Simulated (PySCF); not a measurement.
Core-level binding energies of `CO[B](OC)[Ge@@H]([SiH3])[GeH3]`

C2H13BGe2O2Si.
Atom-mapped SMILES: `[CH3:1][O:2][B:3]([O:4][CH3:5])[Ge@@H:6]([SiH3:7])[GeH3:8]`

Cartesian coordinates in Å at the PBE0-D3(BJ)/def2-SVP level; atoms count from 1:
```xyz
21
C2H13BGe2O2Si angstrom
C     -1.8009    2.5341   -0.2839
O     -0.6839    1.7295    0.0221
B     -0.7998    0.3924    0.1910
O     -2.0188   -0.1839    0.0638
C     -2.2795   -1.5545    0.1994
Ge     0.9906   -0.5983    0.5775
Si     1.6415   -1.9154   -1.3007
Ge     2.7148    1.0455    1.0145
H     -1.4358    3.5351   -0.5508
H     -2.4752    2.6200    0.5832
H     -2.3780    2.1206   -1.1256
H     -1.3757   -2.1278    0.4648
H     -3.0335   -1.7088    0.9864
H     -2.6786   -1.9512   -0.7469
H      0.9033   -1.5623    1.7854
H      1.7661   -1.0418   -2.5095
H      0.6128   -2.9649   -1.5946
H      2.9537   -2.5959   -1.0700
H      2.8984    1.9501   -0.2192
H      4.0670    0.3674    1.3175
H      2.3403    1.9321    2.2182
```

Level of theory: delta-SCF UKS SCAN, pcX-2 on the ionised atom, pcseg-1 elsewhere, spin-free X2C (PySCF). Vertical ΔSCF values, vacuum level as zero.

Task: List the computed XPS lines with their assignment.

Result: 
```csv
atom(s),environment,level,binding energy (eV),2p1/2 (eV),count
Si7,SiH3 silicon,Si 1s,1845.89,–,1
O2/O4,boron-bound oxygen,O 1s,538.37,–,2
C1/C5,methoxy carbon,C 1s,292.19,–,2
B3,three-coordinate boron,B 1s,196.57,–,1
Si7,SiH3 silicon,Si 2p3/2,106.20,106.82,1
```

Task: Which effective nuclear charge Zeff reproduces each element's mean 1s value in the hydrogen-like formula E = 13.606 eV × Zeff²?

Result: B (Z = 5): mean 196.6 eV, Zeff = 3.80, Z − Zeff = 1.20; C (Z = 6): mean 292.2 eV, Zeff = 4.63, Z − Zeff = 1.37; O (Z = 8): mean 538.4 eV, Zeff = 6.29, Z − Zeff = 1.71; Si (Z = 14): mean 1845.9 eV, Zeff = 11.65, Z − Zeff = 2.35. Means run over the listed sites, weighted by atom count.

One atom of each set of topologically equivalent atoms was ionised and stands for the set; in this conformer not all members are related by symmetry, and their own values weren't computed. For 2p shells one spin-free hole was relaxed; a mean-field spin–orbit operator and the ground-state splitting of the three 2p orbitals were then diagonalised within the shell. The shell's mean is (2 × 2p3/2 + 2p1/2)/3, and the degeneracies 2j + 1 give areas of 2:1. 2p1/2 minus 2p3/2 (ligand field included): Si 0.62 eV. No level of germanium is listed. Isolated species at its PBE0-D3(BJ)/def2-SVP geometry (one conformer only).
